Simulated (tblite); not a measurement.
Question: Write Cartesian coordinates for `C=[C]CC(F)(F)F` [radical] as optimised with GFN2-xTB. (Doublet state.)

Answer: 
```
atom  x, y, z in Å
C1     1.9111    0.1361    0.6020
C2     0.9040   -0.6284    0.8575
C3    -0.5356   -0.7656    0.6713
C4    -1.1464    0.4073   -0.1017
F5    -0.9628    1.5804    0.5173
F6    -2.4737    0.2583   -0.2533
F7    -0.6341    0.5363   -1.3319
H8     2.9107   -0.1061    0.9303
H9     1.8433    1.0718    0.0418
H10   -1.0450   -0.8104    1.6387
H11   -0.7661   -1.6770    0.1115
```

Orientation and origin are arbitrary. Atoms count from 1 in this order. The 3 C–C bonds span 1.290 Å (C1=C2, drawn double) to 1.532 Å (C3–C4, drawn single), a spread of 0.242 Å. C1 (carbon bonded to C and 2 H) is planar (angles 124.1°, 122.0° and 113.9°, sum 360.0°, 0.00 Å off the plane of its three neighbours). Of the pairs four or more bonds apart, C1···F5 is among the closest relative to their van der Waals radii: 3.22 Å, 101 % of the sum of Bondi's values.

Bonds between heavy atoms (Å): C1=C2 1.290, C2–C3 1.458, C3–C4 1.532, C4–F5 1.339, C4–F6 1.344, C4–F7 1.339.

Structure optimised with GFN2-xTB, isolated species. This method treats the open shell by occupation alone, without spin polarisation.

Point group: Cs (tolerance 0.08 Å). Its GFN2-xTB frequencies are all real (lowest 49 cm⁻¹). Torsions: C1–C2–C3–C4 -1°. 2 starts were optimised and ended at 0.00 and 1.74 kcal/mol (GFN2-xTB); the lowest of these is shown.

One conformer stands for the species.

These are computed values.
